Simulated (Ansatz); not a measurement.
```xyz
2

B     0.0000    0.0000   -0.1920
H     0.0000    0.0000    0.9601
```

Basis set: def2-TZVP (spherical functions). Correlated methods keep 1 orbital frozen. Charge 0, multiplicity 1.

Computed with Ansatz (development build ahead of 0.2.0); each method stands on the lowest determinant of its kind that the runs found. Restricted open shells among the atoms or ions are ROHF, correlated in semicanonical orbitals with singles.

Question: Give the atomization energy at this shape (free ground-state atoms in the same class of orbitals less the molecule, no zero-point energy) of singlet BH by RHF-MP2, RHF.

Answer:

```json
{"method": "RHF-MP2", "atomization energy": "3.34 eV"}
{"method": "RHF", "atomization energy": "2.72 eV"}
```
